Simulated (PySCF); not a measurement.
**Where the electron goes**

Compound: C6H4O4.
Structure used (GFN2-xTB), in Å, numbered top down from 1:
```xyz
14
C6H4O4 angstrom
O      2.9173    0.8393    0.2129
C      2.8302   -0.2160   -0.3175
O      1.7068   -0.9463   -0.4971
C      0.4750   -0.4323   -0.2006
C     -0.4810   -1.1994    0.3757
C     -1.7514   -0.6014    0.5902
C     -1.9697    0.6823    0.2247
C     -0.9374    1.4775   -0.3987
O     -1.0213    2.6094   -0.7817
O      0.2887    0.8234   -0.5753
H      3.6632   -0.8068   -0.7284
H     -0.2727   -2.2163    0.6533
H     -2.5317   -1.1884    1.0501
H     -2.9168    1.1747    0.3703
```

Method: PySCF 2.14.0, density-fitted response routines, TDDFT B3LYP/def2-SVPD, vertical, gas phase, core orbitals frozen in the response.

Kohn–Sham orbitals with the atoms that hold most of them (Löwdin shares over 4%, at most four atoms; ? is withheld):

```
orbital  ε (eV)                           atoms
 LUMO+2   -0.33  C8 15%, C4 14%, C5 13%, O9 12%
 LUMO+1   -1.11   C2 29%, O1 23%, O3 11%, C6 7%
   LUMO   -2.33                               ?
   HOMO   -6.97  C5 19%, C7 19%, O9 17%, C4 14%
 HOMO-1   -8.16                               ?
 HOMO-2   -8.82   O1 64%, C2 12%, O3 8%, H11 6%
 HOMO-3   -9.73   C6 28%, C5 21%, C7 15%, C4 6%
```

(1) Which atoms hold the HOMO-1, and with what shares?

(2) Give the leading atoms of the LUMO.

(3) How does S1 compare with the orbital gap of 4.64 eV?

(4) One configuration dominates each of S1, S2, S3 and S4. Which, and how do the shares of the two leading atoms of either orbital change from the occupied to the empty one?

Results:

(1) O9 (bonded to C) 69%; C8 (bonded to C and 2 O) 11%; O10 (bonded to 2 C) 8%; C7 (bonded to 2 C and H) 6%. By element: oxygen 76% or more, carbon 17% or more.

(2) C6 (bonded to 2 C and H) 21%; C7 (bonded to 2 C and H) 16%; C4 (bonded to C and 2 O) 15%; O10 (bonded to 2 C) 11%. By element: carbon 51% or more, oxygen 11% or more.

(3) S1 is at 4.25 eV (f = 0.170), 0.39 eV below the gap, made of HOMO→LUMO (97%). Without the coupling terms of the response equations the lowest excitation would equal the gap.

(4) 
- S1 (4.25 eV, f 0.170), HOMO→LUMO (97%): C5 19% → at most 11%, C7 19% → 16%, C6 at most 15% → 21%
- S2 (4.66 eV, f 0.0002), HOMO-1→LUMO (95%): O9 69% → at most 11%, C8 11% → at most 11%, C6 at most 6% → 21%, C7 6% → 16%
- S3 (5.20 eV, f 0.045), HOMO→LUMO+1 (84%): C5 19% → at most 8%, C7 19% → at most 8%, C2 at most 15% → 29%, O1 at most 15% → 23%
- S4 (5.38 eV, f 0.0025), HOMO-2→LUMO (72%): O1 64% → at most 11%, C2 12% → at most 11%, C6 at most 6% → 21%, C7 at most 6% → 16%

Hardware: Arm Neoverse V1, one thread, shared host with 32 logical CPUs at a one-minute load of 14. Cost: 53 s of wall time, 0.98 GiB resident at most.

One conformer stands for the species.
